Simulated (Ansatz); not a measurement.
Ideal-gas functions of CBF2NO, SMILES `O=C=NB(F)F` at 800 K and 1 bar, from an Ansatz frequency run at PBE0-D4/def2-TZVP.

Molar mass 90.82 g/mol, point group Cs (symmetry number 1), electronic degeneracy 1, moments of inertia 48.925, 254.792, 303.717 u Å². Harmonic wavenumbers (cm⁻¹, unscaled): 80, 86, 414, 459, 646, 652, 662, 778, 1264, 1446, 1614, 2415.

Use S(trans) = R[1.5 ln M + 2.5 ln T − 1.1517]; rotational temperatures θ = 24.2544 K / I; S(rot) = R[ln(√π/σ · √(T³/θAθBθC)) + 1.5]; for each mode x = 1.438777 ν̃/T, S = R[x/(eˣ − 1) − ln(1 − e⁻ˣ)] and H = RT x/(eˣ − 1); 1 cm⁻¹ = 0.0119627 kJ/mol; R = 8.31446 J/(mol·K).

By hand: the entropy, in J/(mol·K).

Translation 185.6. Rotation: θ = 0.4957, 0.0952, 0.0799 K, giving 123.8. Vibration, mode by mode: 24.44, 23.84, 10.96, 10.14, 7.52, 7.45, 7.34, 6.17, 3.07, 2.38, 1.87, 0.58, in all 105.8. Electronic 0.0. Sum 415.2 J/(mol·K).

By hand: H − E and G − E in kJ/mol, counted from the electronic energy.

Zero-point energy ½ × 10516 × 0.0119627 = 62.9; thermal vibration 39.2; translation, rotation and pV give 4 RT = 26.6. H − E = 128.7 kJ/mol, and G − E = 128.7 − 800 × 415.2/1000 = -203.5 kJ/mol.

Vibration gives 25 % of the entropy, 48.3 J/(mol·K) of it from the modes under 150 cm⁻¹: soft modes count most, and the harmonic formula is weakest for them. The sum counts one conformer and one mirror image; others add a mixing term.
